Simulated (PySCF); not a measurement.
**Spinor energies of Br³⁺ (bromine, charge +3)**

Start: [Ar] 3d10 4s1 4p2 5s1; 4s1/2 filled at m_j = +1/2; 4p3/2 filled at m_j = +1/2, +3/2; 5s1/2 filled at m_j = +1/2. Calculated with PySCF 2.14 in x2c-SVPall-2c with one added diffuse shell each of s, p, d type (6s7p4d, 47 functions): generalised Hartree-Fock with the X2C-1e Hamiltonian and a Gaussian nucleus; one run each with spin-orbit coupling (SO) switched off, then screened by Boettger's factors. This is a chosen level, not necessarily the ground level.

```tsv
spinor shell	electrons	ε, spin-free (eV)	ε, screened SO (eV)	weight of nominal j (screened SO)	rms radius, screened SO (bohr)
1s1/2	2	-13600.0	-13599.8	1.000	0.0493
2s1/2	2	-1871.5	-1871.5	1.000	0.205
2p1/2	2	-1651.5	-1684.2	1.000	0.180
3s1/2	2	-323.26	-323.28	1.000	0.588
3p1/2	2	-251.31	-256.30	0.993	0.600
3p3/2	4	-251.31	-248.96	0.997	0.609
3d3/2	4	-131.91	-132.70	0.930	0.645
3d5/2	6	-131.91	-131.44	0.953	0.646
4s1/2	1	-70.138	-70.132	1.000	1.62
4p3/2	2	-52.449	-52.337	0.800	1.83
5s1/2	1	-24.423	-24.429	0.999	3.67
```

(1) Where does 2p3/2 lie, and what is the 2p spin-orbit splitting (screened SO)?

```csv
quantity,spin-free,screened SO
E (hartree),-2600.35554,-2600.46335
M_J,3,3
⟨J²⟩,12.007,12.007
⟨L²⟩,2.007,2.031
⟨S²⟩,6.001,5.983
```

Each row is a mean over spinors that exchange with the open shell spreads, by up to 1.869 eV (3s1/2).

Rows whose weight is well below 1 are mixtures of j = l ± 1/2: exchange outweighs spin-orbit coupling there, and the label is only the starting occupation.

Without spin-orbit coupling the j labels of p, d and f shells carry no meaning; the spin-free column gives the mean over the occupied spinors of each nl shell.

## Answers

(1) At -1635.9 eV, 48.330 eV above 2p1/2.
